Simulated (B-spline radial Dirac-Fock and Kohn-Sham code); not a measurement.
## Relativistic shifts of the levels of Hg⁶⁹⁺

System: mercury as Hg⁶⁹⁺, configuration [Ne] 3s1.

Both columns are ΔSCF binding energies of the configuration average from a radial atomic solver: non-relativistic Hartree-Fock with a point nucleus, and Dirac-Fock with a finite nucleus and the Coulomb interaction alone, averaged over the two j levels with weights 2j+1.

```
shell  Hartree-Fock (eV)  Dirac-Fock (eV)  shift (eV)  shift (%)
   2p            18153.4          19067.4     +914.03      +5.04
   3s             7865.7           8630.5     +764.79      +9.72
```

Relativity binds 2p, 3s more strongly, among those listed most of all 3s in relative terms.

Values without a named source are computed, but for edge energies of neutral atoms, which are taken from tables.
